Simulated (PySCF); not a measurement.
# Polarisability of `C[NH2+]CC1CCC1`

Compound: C6H14N (charge +1).
SMILES with atom numbers: `[CH3:1][NH2+:2][CH2:3][CH:4]1[CH2:5][CH2:6][CH2:7]1` (hydrogens: H8, H9, H10 on C1; H11, H12 on N2; H13, H14 on C3; H15 on C4; H16, H17 on C5; H18, H19 on C6; H20, H21 on C7)

Cartesian coordinates in Å at the GFN2-xTB level; atoms count from 1:
```
atom  x, y, z in Å
C1     3.0386   -0.2401   -0.0887
N2     1.7182    0.3847    0.1228
C3     0.6059   -0.2772   -0.6180
C4    -0.7100    0.4408   -0.3659
C5    -1.3030    0.3275    1.0516
C6    -2.6398   -0.1302    0.4429
C7    -1.9594   -0.2641   -0.9290
H8     3.8038    0.2820    0.4826
H9     3.0121   -1.2815    0.2269
H10    3.3005   -0.2012   -1.1446
H11    1.7550    1.3717   -0.1622
H12    1.4796    0.3690    1.1231
H13    0.5402   -1.3135   -0.2798
H14    0.8451   -0.2716   -1.6833
H15   -0.6415    1.4762   -0.7058
H16   -1.3422    1.2506    1.6250
H17   -0.8359   -0.4485    1.6571
H18   -3.0543   -1.0453    0.8538
H19   -3.4041    0.6406    0.4643
H20   -2.4489    0.2423   -1.7550
H21   -1.7687   -1.2954   -1.2147
```

Level: PBE0/def2-SVPD (PySCF), static field, nuclei fixed, core orbitals frozen in the response. The polarisability tensor in these axes (au):

```
x   87.65  0.50 -0.41
y    0.50 63.64  1.73
z   -0.41  1.73 68.17
```

Q: Give the principal values, the mean and the anisotropy Δα = √{½[(α1 − α2)² + (α2 − α3)² + (α1 − α3)²]}.

A: Principal values 63.04, 68.75 and 87.67 au; mean 73.15 au = 10.84 Å³ = 12.06 × 10⁻⁴⁰ C²·m²/J; Δα = 22.33 au (31 % of the mean).

Q: In TDDFT the mean static polarisability is Σ f/ω² over all singlet excitations (ω in hartree). How much of it do the 6 lowest give? Their energies (eV) and oscillator strengths: 7.10, 0.0038; 7.13, 0.0022; 7.38, 0.0119; 8.17, 0.0048; 8.22, 0.0104; 8.47, 0.0163.

A: They add up to 0.58 au, 0.8 % of the 73.15 au; the largest single term is 0.17 au, from the state at 8.47 eV. Terms in order: 0.06, 0.03, 0.16, 0.05, 0.11, 0.17 au. Higher excitations give the rest. The strengths listed sum to 0.049.

Q: Along which axes do the principal values lie, and how far do the nuclei extend along each?

A: Largest value along (1.00, 0.02, -0.02), where the nuclei span 7.20 Å; middle along (0.01, 0.32, 0.95), 3.60 Å; least along (-0.02, 0.95, -0.32), 3.00 Å. The response follows the extents in order.

Q: Rayleigh depolarisation ratio (linearly polarised light, static tensor)?

A: ρ = 3Δα²/(45ᾱ² + 4Δα²) = 1495.3/(240815 + 1993.7) = 0.00616.

Q: Give the eigenvalues of the traceless quadrupole moment Θ = ½Σq(3rr − r²1), origin at the centre of nuclear charge.

A: -11.48, -9.98, 21.45 D·Å. The values depend on the origin, since the species is charged. The electronic extent ⟨r²⟩ about the same centre is 1071 bohr², a root-mean-square distance of 2.31 Å for the 56 electrons.

Isolated species at its GFN2-xTB geometry (one conformer only).
